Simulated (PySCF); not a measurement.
B(Cl)(NCO)(OH) (CHBClNO₂), SMILES O=C=NB(O)Cl.

The structure is a stationary point at TPSSh-D3(BJ)/def2-SVP. This is a generated structure with no PubChem entry under its InChIKey; it may be hypothetical. The values are those of a single conformer.

These are TDDFT-LC-ωPBE/def2-SVPD run with PySCF 2.14.0 values and carry that method's errors.

Vertical excitations. The molecule is in vacuum. State labels are in the subgroup Cs.

### Question
Give excitation energies, oscillator strengths and character. (The exact figures need the calculation; the answer reports its results.)

### Answer

| state | symmetry | energy (eV) | λ (nm) | f | main pairs |
|---|---|---|---|---|---|
| S1 | A" | 6.37 | 195 | 0.000 | HOMO→LUMO 88 % |
| S2 | A' | 7.14 | 174 | 0.085 | HOMO−1→LUMO 65 %, HOMO→LUMO+3 13 % |
| S3 | A" | 7.75 | 160 | 0.000 | HOMO−1→LUMO+3 43 %, HOMO−1→LUMO+4 22 %, HOMO−1→LUMO+6 7 % |
| S4 | A" | 7.90 | 157 | 0.000 | HOMO−2→LUMO 84 % |
| S5 | A' | 8.42 | 147 | 0.032 | HOMO→LUMO+1 39 %, HOMO→LUMO+2 24 %, HOMO−3→LUMO 18 % |
| S6 | A' | 8.49 | 146 | 0.080 | HOMO−3→LUMO 65 %, HOMO→LUMO+1 17 % |
| S7 | A" | 8.76 | 142 | 0.002 | HOMO−1→LUMO+1 50 %, HOMO−1→LUMO+2 27 % |
| S8 | A' | 9.15 | 136 | 0.168 | HOMO−2→LUMO+1 51 %, HOMO→LUMO+2 14 %, HOMO→LUMO+1 9 % |
| S9 | A" | 9.16 | 135 | 0.011 | HOMO−3→LUMO+1 79 % |
| S10 | A" | 9.30 | 133 | 0.000 | HOMO−4→LUMO 83 % |
| T1 | A' | 6.12 | 202 | 0 | HOMO−1→LUMO 81 % |
| T2 | A" | 6.15 | 201 | 0 | HOMO→LUMO 84 % |
| T3 | A' | 6.71 | 185 | 0 | HOMO→LUMO+3 37 %, HOMO→LUMO+4 23 %, HOMO→LUMO+6 8 % |
| T4 | A" | 7.42 | 167 | 0 | HOMO−1→LUMO+3 41 %, HOMO−1→LUMO+4 23 %, HOMO−1→LUMO+6 8 % |
Triplets are in the Tamm–Dancoff approximation, which puts them higher than full response would, so one can lie above its singlet here.
